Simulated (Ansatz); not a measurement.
Input file for Ansatz (a quantum-chemistry and plane-wave program): U-PBE/def2-TZVPP on CH2Cl (SMILES [CH2]Cl), 2S+1 = 2, atoms moved off the minimum.

Ansatz 0.2 input:
```yaml
crystal:
  periodic: [false, false, false]
  atoms:
    - {symbol: C, position_ang: [-1.22536379, -0.10636669, -0.01923921]}
    - {symbol: Cl, position_ang: [0.38794599, 0.03816752, 0.06594211]}
    - {symbol: H, position_ang: [-1.45927534, 0.97752732, -0.32953759]}
    - {symbol: H, position_ang: [-1.86992822, -0.99380566, -0.10917773]}
basis:
  gaussian:
    orbitals: def2-TZVPP
hamiltonian:
  xc: {name: PBE}
magnetization: {spin_polarized: true, initial_magnetization: 1}
output: {forces: true}
```

The log:

```
WARN ansatz: RAYON_NUM_THREADS=1 ignored (pool sized by the plan → 1); use --threads N
Functional definition: PBE
integrals: 0.02 GiB planned
592 factors; their error is unknown
mean field: 0.26 GiB planned
mean field evaluation 1: about -13577.1218 eV, gradient 3.8e1 eV
mean field evaluation 2: about -13562.3821 eV, gradient 6.2e1 eV
mean field evaluation 4: about -13584.1496 eV, gradient 2.6e0 eV
mean field evaluation 8: about -13584.1759 eV, gradient 6.1e-2 eV
mean field evaluation 16: about -13584.1605 eV, gradient 1.2e-4 eV
mean field -13584.16047187 eV, -499.2086896666 hartree, gradient 2.4e-5 eV, S^2 0.753824; 0 other end points of the search recorded, 0 dependent functions left out
the calculation of the forces begins
reference -13584.16050080 eV, -499.2086907296 hartree; 13, 12 occupied and 88, 89 virtual orbitals, 592 factors
Total energy: -13584.16050080 eV, -499.2086907296 hartree
Atom 0 at    -1.225364    -0.106367    -0.019239 Å, force    -2.387018     2.898043    -0.920545 eV/Å
Atom 1 at     0.387946     0.038168     0.065942 Å, force     3.114040    -1.166817     0.465127 eV/Å
Atom 2 at    -1.459275     0.977527    -0.329538 Å, force    -1.353817    -1.965165     0.419151 eV/Å
Atom 3 at    -1.869928    -0.993806    -0.109178 Å, force     0.626794     0.233938     0.036267 eV/Å
Dipole moment:    -0.137862    -0.013518    -0.064032 e Å
```

The run converged.

Cost: roughly 1.3 core-seconds.
